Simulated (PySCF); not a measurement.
C₇H₄FO (charge +1).
SMILES with atom numbers: `[CH:1]#[C:2][c:3]1[cH:4][c:5]([F:6])[cH:7][cH:8][o+:9]1` (hydrogens: H10 on C1; H11 on C4; H12 on C7; H13 on C8)

Geometry (PBE0-D3(BJ)/def2-SVP, Å), atoms numbered from 1 in this order:
```xyz
13
C7H4FO angstrom
C      3.163   -1.063   -0.451
C      2.015   -0.706   -0.292
C      0.692   -0.267   -0.104
C      0.283    1.057   -0.135
C     -1.070    1.324    0.071
F     -1.492    2.544    0.048
C     -1.983    0.283    0.303
C     -1.484   -0.989    0.316
O     -0.200   -1.237    0.119
H      4.183   -1.388   -0.596
H      1.000    1.858   -0.316
H     -3.044    0.480    0.467
H     -2.068   -1.896    0.482
```

Level: PBE0/pcSseg-1 and wB97X-D/def2-SVPD in PySCF, non-relativistic, on one gas-phase PBE0-D3(BJ)/def2-SVP geometry that isn't relaxed in the solvent. The solvent is an IEF-PCM continuum (Bondi radii, 1.10 Å for H, scaled by 1.2). Specific hydrogen bonds and non-electrostatic terms are outside this model.

Gas phase at PBE0/pcSseg-1: HOMO -12.84 eV, LUMO -7.89 eV.

Q: What does the continuum do to the energy and the frontier levels at PBE0/pcSseg-1 in methanol and dimethylsulfoxide?

A: 
```
          solvent      ε  E(solvent) − E(gas) (kcal/mol)  polarisation term (kcal/mol)  distortion of the solute (kcal/mol)  HOMO (eV)  LUMO (eV)
         methanol  32.61                          -52.85                        -53.65                                 0.80      -8.82      -3.75
dimethylsulfoxide  46.83                          -53.38                        -54.20                                 0.82      -8.78      -3.71
```

The polarisation term is half the interaction of the solute with the surface charges that it induces; the rest is the cost of distorting the solute's density. The sum is the electrostatic part of solvation alone. From methanol to dimethylsulfoxide the lowering changes by a factor 1.01, Born's factor 1 − 1/ε by 1.01 and ε itself by 1.4.

Q: Which radius a makes Born's formula ΔE = −(q²/2a)(1 − 1/ε) give the value in dimethylsulfoxide?

A: a = q²(1 − 1/ε)/(2|ΔE|) = 3.04 Å, with q = +1 e and |ΔE| = 0.0851 Eh; the farthest nucleus lies 4.45 Å from the centroid of the nuclei. The formula assumes a point charge at the centre of a sphere.

Q: Which IAO charges (PBE0/pcSseg-1) respond most in dimethylsulfoxide (means over atoms taken as equivalent)?

A: 
```
atoms                        environment  gas (e)  solvent (e)  change
   C1             terminal alkyne carbon   -0.034       -0.080  -0.046
   F6                      aryl fluorine   -0.170       -0.186  -0.016
   C8  aromatic CH next to a ring oxygen   +0.150       +0.161  +0.011
   C4                 aromatic CH carbon   -0.183       -0.173  +0.010
  H13                  aromatic hydrogen   +0.232       +0.242  +0.010
   C7                 aromatic CH carbon   -0.194       -0.185  +0.009
  H11                  aromatic hydrogen   +0.232       +0.238  +0.006
  H12                  aromatic hydrogen   +0.230       +0.236  +0.006
   C2                      alkyne carbon   -0.065       -0.060  +0.005
   C5                aromatic C–F carbon   +0.414       +0.418  +0.004
  H10                    alkyne hydrogen   +0.252       +0.254  +0.002
   C3        substituted aromatic carbon   +0.277       +0.275  -0.002
```

Q: How do the nuclear quadrupole coupling constants eQVzz/h respond in dimethylsulfoxide?

A: 
```json
{"nucleus": "17O at O9", "Q (barn)": "-0.0256", "gas (MHz)": "-9.03", "solvent (MHz)": "-8.96", "η gas": "0.49", "η solvent": "0.51"}
```

Gas phase at wB97X-D/def2-SVPD: HOMO -14.50 eV, LUMO -6.20 eV.

Q: What does the continuum do to the energy and the frontier levels at wB97X-D/def2-SVPD in methanol and dimethylsulfoxide?

A: 
```json
{"solvent": "methanol", "ε": "32.61", "E(solvent) − E(gas) (kcal/mol)": "-52.67", "polarisation term (kcal/mol)": "-53.59", "distortion of the solute (kcal/mol)": "0.92", "HOMO (eV)": "-10.49", "LUMO (eV)": "-2.06"}
{"solvent": "dimethylsulfoxide", "ε": "46.83", "E(solvent) − E(gas) (kcal/mol)": "-53.19", "polarisation term (kcal/mol)": "-54.14", "distortion of the solute (kcal/mol)": "0.95", "HOMO (eV)": "-10.46", "LUMO (eV)": "-2.02"}
```

Q: How does the static polarisability (wB97X-D/def2-SVPD, frozen core, with the continuum's full static response) change?

A: 
```json
{"medium": "gas", "isotropic (au)": "83.6", "principal values (au)": "43.0, 74.5, 133.4", "⟨r²⟩ of the electrons (bohr²)": "1146.4"}
{"medium": "methanol", "isotropic (au)": "113.6", "principal values (au)": "57.0, 102.5, 181.5", "⟨r²⟩ of the electrons (bohr²)": "1148.2"}
{"medium": "dimethylsulfoxide", "isotropic (au)": "114.2", "principal values (au)": "57.3, 103.0, 182.2", "⟨r²⟩ of the electrons (bohr²)": "1148.3"}
```

The isotropic value in dimethylsulfoxide is 1.37 times the gas-phase one; no cavity-field correction is applied. ⟨r²⟩ is taken about the centre of nuclear charge.

wB97X-D is run here without its empirical dispersion term; that term would change no orbital, density or response property at a fixed geometry.
